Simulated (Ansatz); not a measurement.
`O=[CH][SnH]([OH])[I]`, relaxed with RKS PBE0-D4/def2-TZVP in Ansatz 0.2.0 from a PBE-D4/def2-SVP geometry. The force threshold is 0.005 eV/Å; the program also tests the step.

The species carries charge 0 and has multiplicity 1. Sn, I: def2 effective core potential.

Start:

```xyz
8

O     1.433   -0.642    1.860
C     0.285   -0.478    1.549
Sn   -0.336    0.579   -0.375
O     1.095    0.481   -1.781
I    -2.554   -0.876   -1.084
H    -0.585   -0.890    2.151
H    -0.724    2.267   -0.399
H     1.387   -0.441   -1.922
```

| step | energy (eV) | largest force (eV/Å) | largest move (Å) |
| --- | --- | --- | --- |
| 1 | -19110.3699 | 1.305 | 0.000 |
| 2 | -19110.4405 | 0.434 | 0.094 |
| 3 (rejected) | -19110.4009 | 1.210 | 0.102 |
| 4 | -19110.4581 | 0.190 | 0.050 |
| 5 | -19110.4601 | 0.127 | 0.015 |
| 6 | -19110.4616 | 0.052 | 0.022 |
| 7 | -19110.4618 | 0.044 | 0.006 |
| 8 | -19110.4621 | 0.060 | 0.015 |
| 9 | -19110.4623 | 0.054 | 0.017 |
| 10 | -19110.4627 | 0.146 | 0.029 |
| 11 | -19110.4632 | 0.158 | 0.040 |
| 13 (rejected) | -19110.4512 | 1.190 | 0.197 |
| 15 (rejected) | -19110.4646 | 0.386 | 0.086 |
| 17 (rejected) | -19110.4642 | 0.213 | 0.049 |
| 19 | -19110.4661 | 0.065 | 0.025 |
| 21 | -19110.4671 | 0.222 | 0.055 |
| 23 | -19110.4677 | 0.102 | 0.036 |
| 25 | -19110.4687 | 0.064 | 0.006 |
| 27 | -19110.4691 | 0.097 | 0.014 |
| 29 | -19110.4693 | 0.024 | 0.002 |
| 31 (rejected) | -19110.4693 | 0.048 | 0.019 |
| 33 | -19110.4694 | 0.012 | 0.004 |
| 35 | -19110.4694 | 0.004 | 0.002 |

End:

```xyz
8

O     1.355   -0.972    1.392
C     0.279   -0.457    1.425
Sn   -0.446    0.580   -0.395
O     1.035    0.401   -1.654
I    -2.556   -0.869   -1.216
H    -0.376   -0.539    2.321
H    -0.865    2.229   -0.405
H     1.574   -0.373   -1.467
```

Hardware: 4 threads of a server CPU on a shared host. Wall time 2.6 min, peak host memory 0.67 GiB.
